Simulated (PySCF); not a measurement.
## Working out the ionisation energy of Ne⁺

Ne⁺ [He] 2s2 2p5 (2P) → Ne²⁺ [He] 2s2 2p4 (3P). Computed with PySCF 2.14 in def2-QZVPPD, with no relativity, point nucleus. Frozen: nothing. Energies in hartree (1 hartree = 27.21139 eV):

```csv
part,Ne⁺ (lower),Ne²⁺ (upper)
UHF,-127.824357,-126.380950
CCSD correlation,-0.250650,-0.194070
(T),-0.003098,-0.001861
```

Problem. What does Hartree-Fock give?

Solution. (-126.380950) − (-127.824357) = 1.443407 hartree = 39.277 eV.

Problem. What do CCSD and CCSD(T) give?

Solution. The CCSD correlation energies differ by 0.056580 hartree = 1.540 eV and the triples by 0.001237 hartree = 0.034 eV, so CCSD gives 40.817 eV and CCSD(T) 40.851 eV.

A first-order spin-orbit estimate adds -0.005 eV to CCSD(T) (valence and next inner shell), giving 40.846 eV against 40.963 eV (measured; NIST Atomic Spectra Database, ionization energies).

What remains against the reference includes basis incompleteness and higher excitations.
